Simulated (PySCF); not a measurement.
SMILES C#C[SiH2][SiH2][Si](F)(F)F (C2H5F3Si3) (GFN2-xTB optimised geometry):

```
13

C      2.039     2.194     1.406
C      2.011     1.008     1.607
Si     1.951    -0.820     1.881
Si     1.016    -1.829     0.000
Si    -1.262    -1.829     0.000
F     -1.905    -2.490     1.302
F     -2.067    -2.566    -1.160
F     -1.941    -0.388     0.000
H      2.067     3.232     1.239
H      3.337    -1.250     2.121
H      1.178    -1.035     3.113
H      1.453    -3.232    -0.123
H      1.462    -1.193    -1.252
```

Level of theory: CAM-B3LYP/def2-TZVP in PySCF.

### Question
What are the frontier orbital energies and the dipole moment?

### Answer
HOMO-2 -11.01 eV, HOMO-1 -9.94 eV, HOMO -9.71 eV, LUMO -0.20 eV, LUMO+1 0.05 eV; dipole moment 3.40 D.

Meta-Löwdin charges at CAM-B3LYP/def2-TZVP: C1 -0.15, C2 -0.29, Si3 0.45, Si4 0.09, Si5 1.46, F6 -0.50, F7 -0.49, F8 -0.50, H9 0.18, H10 -0.07, H11 -0.07, H12 -0.06, H13 -0.05.
